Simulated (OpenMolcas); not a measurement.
A calculation on Bi+.

```json
{
  "Program": "OpenMolcas 26.06",
  "Method": "CASSCF",
  "Basis": "ANO-RCC-VTZP [8s7p5d3f2g]",
  "Scalar Hamiltonian": "DKH2, point nucleus",
  "Active space": "4 electrons in 4 orbitals (6s 6p)",
  "State averaging": "2S+1 = 3 even, 6 roots (3 in the spin-orbit step); 2S+1 = 1 even, 6 roots kept (CI in the orbitals of an earlier block); 2S+1 = 5 odd, 1 root; 2S+1 = 3 odd, 9 roots kept (CI in the orbitals of an earlier block); 2S+1 = 1 odd, 8 roots kept (CI in the orbitals of an earlier block)",
  "Spin-orbit coupling": "state interaction with AMFI integrals over the reference wave functions, term energies averaged over their components"
}
```

(1) Which level of the active space comes out lowest?

(2) How high does 6s 6p3 3P* 0 lie?

(3) How high does 6s2 6p2 3P1 lie?

(4) How high does 6s 6p3 3P* 1 lie?

(5) The level at 114276 cm-1 has J = 2. What is it made of, and what is its g factor?

Measured values: NIST Handbook of Basic Atomic Spectroscopic Data.

Results:

(1) 6s2 6p2 3P0, with 85 % of that term; it is also the measured ground level.

(2) 108871 cm-1 above the lowest level.

(3) 11448 cm-1 above the lowest level; measured 13325 cm-1 above the ground level, so the calculation is off by -14 %.

(4) 111110 cm-1 above the lowest level.

(5) 61 % 6s 6p3 3P* 2, 25 % 6s 6p3 3D*, 10 % 6s 6p3 1D*; g = 1.384, against 1.501 from Landé's formula for the pure leading term.

Some high roots are left out of the spin-orbit mixing, which shifts the levels that they would mix with. Terms from blocks run as CI alone lack orbitals of their own. Terms of s pⁿ other than that of highest spin mix with s² pⁿ⁻² d, which this space lacks; all of them can be thousands of cm-1 off, and some have no real level of that name. Spin-orbit splittings of 6p shells tend to come out small when the coupling is added on scalar orbitals. Computed and measured levels are paired by configuration, term and J; levels that our copy of the source lacks, or whose pairing is in doubt (as where it misses far off the trend of its configuration), stay unpaired and out of the deviations. Where the source uses jj or jK labels, the order within each J decides. Only configurations of the active space appear.

* marks odd parity.
